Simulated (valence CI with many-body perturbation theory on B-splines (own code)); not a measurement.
Energy levels of I32+

Computed by valence CI with perturbative core correlation (CI+MBPT): three valence electrons over a frozen Dirac-Fock core [Ar], radial functions for each j: 7 s, 7 p, 8 d, 6 f, 4 g, 1 h, with the one-electron correlation potential Σ1, the two-electron term Σ2, the three-electron term Σ3, Breit, model QED; selected CI, second order for the rest, scaled by the run's own slope (own B-spline code, finite nucleus).

The last digits are not significant, and no measured levels were compared; by estimate large intervals hold to a few tenths of a per cent, small ones and those within an open d or f shell to about a per cent. Only levels of the ground parity were solved; by the run's estimate the other parity begins above the list, which can be wrong where configurations are misplaced.

Levels 1 to 19 of 19, with energies above the lowest level, (3d3/2^3) J=3/2. "Leading %" is the weight of the configuration and term that name the level; weights of strongly mixed levels are sums over their largest components and can fall short, so below about 35 % the name and the second component can differ from the true leading terms, or belong to a minority configuration. In the jj column 3d3/2^4 stands for four electrons in 3d with j = 3/2. Lifetimes count E1, E2, E3, M1 and M2 decay at the calculated energies, and are blank where another channel may lead or the interval is too uncertain; long ones can be off by a factor of two.

| No. | Configuration | Term | J | E (cm⁻¹) | Leading % | Lifetime | g | Leading jj |
| --- | --- | --- | --- | --- | --- | --- | --- | --- |
| 1 | 3d3 | 4F | 3/2 | 0 | 67 |  | 0.573 | 3d3/2^3 (88 %) |
| 2 | 3d3 | 4F | 5/2 | 79204 | 91 | 63.2 μs | 1.040 | 3d3/2^2 3d5/2 (95 %) |
| 3 | 3d3 | 4F | 7/2 | 120170 | 64 | 563 μs | 1.124 | 3d3/2^2 3d5/2 (77 %) |
| 4 | 3d3 | 4P | 3/2 | 122880 | 43 | 57.4 μs | 1.290 | 3d3/2^2 3d5/2 (90 %) |
| 5 | 3d3 | 2G | 9/2 | 134220 | 43 | 29.2 ms | 1.117 | 3d3/2^2 3d5/2 (89 %) |
| 6 | 3d3 | 4P | 1/2 | 144050 | 65 | 174 μs | 1.970 | 3d3/2^2 3d5/2 (98 %) |
| 7 | 3d3 | 2G | 7/2 | 214110 | 62 | 24.3 μs | 1.014 | 3d3/2 3d5/2^2 (85 %) |
| 8 | 3d3 | 4P | 5/2 | 219080 | 78 | 90.3 μs | 1.487 | 3d3/2^2 3d5/2 (53 %) |
| 9 | 3d3 | 4F | 9/2 | 226890 | 50 | 41.7 μs | 1.119 | 3d3/2 3d5/2^2 (80 %) |
| 10 | 3d3 | 2D | 3/2 | 254480 | 43 | 14.8 μs | 1.159 | 3d3/2 3d5/2^2 (97 %) |
| 11 | 3d3 | 2P | 1/2 | 267460 | 65 | 27.5 μs | 1.357 | 3d3/2 3d5/2^2 (98 %) |
| 12 | 3d3 | 2H | 11/2 | 280220 | 100 | 87.7 μs | 1.086 | 3d3/2 3d5/2^2 (100 %) |
| 13 | 3d3 | 2D | 5/2 | 299520 | 92 | 37.4 μs | 1.184 | 3d3/2 3d5/2^2 (66 %) |
| 14 | 3d3 | 2F | 5/2 | 318520 | 73 | 43.9 μs | 1.001 | 3d3/2 3d5/2^2 (76 %) |
| 15 | 3d3 | 2F | 7/2 | 333040 | 91 | 51.7 μs | 1.117 | 3d3/2 3d5/2^2 (93 %) |
| 16 | 3d3 | 2G | 9/2 | 351660 | 57 | 17.1 μs | 1.103 | 3d5/2^3 (90 %) |
| 17 | 3d3 | 2P | 3/2 | 371940 | 55 | 16.7 μs | 1.179 | 3d5/2^3 (66 %) |
| 18 | 3d3 | 2D | 3/2 | 467770 | 94 | 15.7 μs | 0.838 | 3d3/2 3d5/2^2 (66 %) |
| 19 | 3d3 | 2D | 5/2 | 491210 | 72 | 8.86 μs | 1.150 | 3d5/2^3 (81 %) |

The ionisation energy to 3d2 3F_2 of the next ion comes out as 1999.9 eV (NIST: 1999 ± 4 eV (theoretical)). All 19 levels together are meant to be complete up to 510860 cm⁻¹.
